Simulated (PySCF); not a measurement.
Excitations are Tamm–Dancoff values on a coarser integration grid. The basis has no diffuse functions, so Rydberg states are missing or too high.

Species: C3H3Cl, SMILES `C=C=CCl` (charge 0, multiplicity 1).

### Question
Estimate the dipole moment, S1 excitation (TDA), HOMO–LUMO gap, S1–T1 gap (TDA) and LUMO that PySCF with TPSSh-D3(BJ)/def2-TZVP // B3LYP-D3(BJ)/def2-TZVP returns for this input.

### Answer

The dipole moment is 1.73 D. The S1 excitation (TDA) is 4.83 eV and the HOMO–LUMO gap is 5.48 eV. The S1–T1 gap (TDA) is 0.50 eV and the LUMO is -1.26 eV.
